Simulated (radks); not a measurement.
These are the eigenvalues of the occupied orbitals of an atom or ion with whole-number occupations (eV). Calculated with a radial shooting solver on a logarithmic mesh with Libxc functionals: scalar-relativistic Kohn-Sham, SCAN, spin-unpolarised, spherical densities, finite nucleus; meta-GGA in the generalised Kohn-Sham scheme; Fermi nuclear charge, rms radius of each element as measured or else 0.836 A^(1/3) + 0.57 fm.

1s: -55580.76
2s: -9331.889
2p: -8264.829
3s: -2105.248
3p: -1776.858
3d: -1360.303
4s: -431.4651
4p: -322.8955
4d: -175.9260
5s: -65.6323
5p: -40.5323
4f: -17.1578

Which element is it, and in what charge state? The configuration may be excited.

Answer. Z = 67, holmium, charge +2: Ho2+ in [Xe] 4f11. The list shows which subshells hold electrons but not how many an open one holds; the 1s level, -2042.6 hartree, gives Z - s = 63.9 by -(Z - s)^2/2, which with screening and relativity narrows Z to a few neighbours, and the depths of the outer levels then fix element, charge and occupations together.
